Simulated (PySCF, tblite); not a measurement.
Isomers of C4H5PS2. Method: GFN2-xTB as coded in tblite; computed harmonic values from a numerical Hessian at the method's own geometry, unscaled. Against measured fundamentals such values can be off by several per cent, at times by over 20. Modes of hydrogen on phosphorus can be 10 to 20 % off. One conformer each.

Electronic energies: PBE0/pcSseg-1 single points on the GFN2-xTB geometries (PySCF, gas phase).

```json
{"SMILES": "S=[PH2]c1ccsc1", "electronic energy, lowest = 0 (kJ/mol)": "0.0"}
{"SMILES": "CSc1cpcs1", "electronic energy, lowest = 0 (kJ/mol)": "31.3"}
{"SMILES": "CSc1cscp1", "electronic energy, lowest = 0 (kJ/mol)": "29.1"}
```

Task: How do GFN2-xTB zero-point energies change the relative energies?

Result: 
```json
{"SMILES": "S=[PH2]c1ccsc1", "ZPE (kJ/mol)": "197.0", "of it from modes above 1550 cm⁻¹": "83.2", "electronic (kJ/mol)": "0.0", "with ZPE, lowest = 0 (kJ/mol)": "0.0", "lowest mode (cm⁻¹)": "18i", "rings": "1"}
{"SMILES": "CSc1cscp1", "ZPE (kJ/mol)": "203.4", "of it from modes above 1550 cm⁻¹": "91.7", "electronic (kJ/mol)": "29.1", "with ZPE, lowest = 0 (kJ/mol)": "35.5", "lowest mode (cm⁻¹)": "44", "rings": "1"}
{"SMILES": "CSc1cpcs1", "ZPE (kJ/mol)": "203.5", "of it from modes above 1550 cm⁻¹": "91.8", "electronic (kJ/mol)": "31.3", "with ZPE, lowest = 0 (kJ/mol)": "37.8", "lowest mode (cm⁻¹)": "38", "rings": "1"}
```

The zero-point energies span 6.5 kJ/mol, from `S=[PH2]c1ccsc1` to `CSc1cpcs1`. Slightly imaginary modes are left out of the zero-point energy: `S=[PH2]c1ccsc1` 17.8i cm⁻¹. The order is unchanged.

Task: And how do the electronic energies of GFN2-xTB itself compare?

Result: `S=[PH2]c1ccsc1` 0.0; `CSc1cscp1` 102.9; `CSc1cpcs1` 105.3 kJ/mol, lowest = 0. Against the energies above, taken from the same isomer `S=[PH2]c1ccsc1`, the largest difference is 74.0 kJ/mol.
